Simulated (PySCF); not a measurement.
## Ionisation energy of Ir³²⁺ by level of theory

Ir³²⁺ [Kr] 4d9 [4d3/2^4 4d5/2^5, M_J = 5/2] → Ir³³⁺ [Kr] 4d8 [4d3/2^4 4d5/2^4, M_J = 4], as a difference of total energies. All numbers are calculated (PySCF 2.14, the two-component X2C-1e Hamiltonian, in an uncontracted even-tempered set (17 s from 3.1 bohr⁻², ratio 2.8; 14 p from 4.1 bohr⁻², ratio 2.8; 9 d from 4.1 bohr⁻², ratio 2.8; 3 f from 19 bohr⁻², ratio 3)). Correlated levels: [Ar] 3d10 frozen; the 92 highest virtual spinors dropped. "Screened" scales the spin-orbit matrix elements by Boettger's factors to mimic the two-electron term; Breit and QED terms are absent.

```csv
method,ionisation energy (eV)
GHF (spin-free),1388.2
GMP2 (spin-free),1388.7
GHF (screened spin-orbit),1380.4
GMP2 (screened spin-orbit),1380.8
```

Breit and QED terms and the two-electron picture change are absent.

The spin-free rows relax to the high-spin LS determinant and lack the spin-orbit shift.

The labels give the starting determinants; with spin-orbit coupling the two ends relaxed to ⟨J²⟩ = 8.75, ⟨L²⟩ = 6.10, ⟨S²⟩ = 0.85 and ⟨J²⟩ = 20.00, ⟨L²⟩ = 13.03, ⟨S²⟩ = 1.86.

For comparison: 1381 ± 4 eV (theoretical estimate listed by NIST; NIST Atomic Spectra Database, ionization energies).
